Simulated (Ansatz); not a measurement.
```yaml
crystal:
  periodic: [false, false, false]
  atoms:
    - {symbol: O, position_ang: [0.213839, 1.595340, -0.376299]}
    - {symbol: C, position_ang: [0.492975, 0.249788, -0.437756]}
    - {symbol: Br, position_ang: [0.034669, -0.533925, -2.214005]}
    - {symbol: Si, position_ang: [-0.573145, -0.648997, 0.838180]}
    - {symbol: F, position_ang: [-0.180909, -2.195085, 0.805567]}
    - {symbol: H, position_ang: [0.799944, 2.082312, -0.965555]}
    - {symbol: H, position_ang: [1.558368, 0.021254, -0.353085]}
    - {symbol: H, position_ang: [-2.000356, -0.485562, 0.495234]}
    - {symbol: H, position_ang: [-0.256885, -0.131325, 2.190719]}
basis:
  gaussian: {orbitals: def2-TZVPD}
hamiltonian: {xc: {name: B97}}
output: {forces: true}
```

```sh
$ ansatz run in.yaml --threads 4 --pin off --events-out ev --progress --plain --max-ram 10444MiB
```

Shortened log:

```
Functional definition: B97
1504 factors; their error is unknown
mean field evaluation 1: about -83781.9077 eV, gradient 5.8e1 eV
mean field evaluation 2: about -83770.2160 eV, gradient 9.8e1 eV
mean field evaluation 4: about -83787.6687 eV, gradient 5.9e0 eV
mean field evaluation 8: about -83787.7239 eV, gradient 4.7e-2 eV
mean field evaluation 16: about -83787.9726 eV, gradient 1.6e-4 eV
mean field -83787.97264157 eV, -3079.1512010501 hartree, gradient 2.6e-5 eV, S^2 0.000000; 0 other end points of the search recorded, 0 dependent functions left out
reference -83787.97268342 eV, -3079.1512025879 hartree; 38, 38 occupied and 215, 215 virtual orbitals, 1504 factors
Total energy: -83787.97268342 eV, -3079.1512025879 hartree
Atom 0 at     0.213839     1.595340    -0.376299 Å, force    -0.077789     0.297718     0.058631 eV/Å
Atom 1 at     0.492975     0.249788    -0.437756 Å, force     0.129836    -0.159586     0.174447 eV/Å
Atom 2 at     0.034669    -0.533925    -2.214005 Å, force    -0.055949    -0.135914    -0.358895 eV/Å
Atom 3 at    -0.573145    -0.648997     0.838180 Å, force    -0.165499     0.175758     0.157685 eV/Å
Atom 4 at    -0.180909    -2.195085     0.805567 Å, force     0.058998    -0.278028     0.015315 eV/Å
Atom 5 at     0.799944     2.082312    -0.965555 Å, force     0.059551     0.100549    -0.058675 eV/Å
Atom 6 at     1.558368     0.021254    -0.353085 Å, force     0.046486     0.010508     0.003218 eV/Å
Atom 7 at    -2.000356    -0.485562     0.495234 Å, force     0.013764    -0.003540     0.018051 eV/Å
Atom 8 at    -0.256885    -0.131325     2.190719 Å, force    -0.009399    -0.007465    -0.009777 eV/Å
Dipole moment:     0.261922     0.390201     0.140004 e Å
```

Run time 13 s (4 threads of an Arm Neoverse V1 on a shared host); peak host memory 0.91 GiB.
